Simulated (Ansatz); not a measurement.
TiF4⁻. The state is a doublet with charge -1. Geometry PBE-D4/def2-SVP, that of the neutral singlet; atoms count from 1.

Cartesian coordinates in Å:
```
Ti 0.000 0.000 0.000
F 1.609 0.261 0.619
F -0.361 1.206 -1.207
F -1.152 0.121 1.304
F -0.097 -1.587 -0.716
```

The highest occupied level of the charge -1 doublet lies above zero (up to 1.94 eV). By energy differences its removal costs 0.71 eV (vertical, to the charge 0 singlet, at PBE0-D4/def2-TZVPD); a positive level beside a positive removal energy at the same level points to self-interaction error.

**Question.** Estimate the Mulliken populations from the PBE0/def2-TZVPD orbitals of Ansatz.

**Answer.** 
```
atom  charge (e)  spin (α − β)  d electrons
 Ti1        1.89          0.97         2.07
  F2       -0.72          0.01            –
  F3       -0.72          0.01            –
  F4       -0.72          0.01            –
  F5       -0.72          0.01            –
```
Mulliken values and Mayer orders depend strongly on the basis. With diffuse functions, as here, like atoms can get unlike values, and bond orders can come out too low or too high.

**Question.** Where does the spin sit?

**Answer.** Summed by element: Ti 0.97, F 0.03, of 1 unpaired in all. Largest on single atoms: Ti1 0.97, F2 0.01, F3 0.01.

**Question.** And the Mayer bond orders between bonded heavy atoms (over 0.3)?

**Answer.** Ti1–F2 0.45 (1.74 Å); Ti1–F3 0.45 (1.74 Å); Ti1–F4 0.45 (1.74 Å); Ti1–F5 0.45 (1.74 Å).
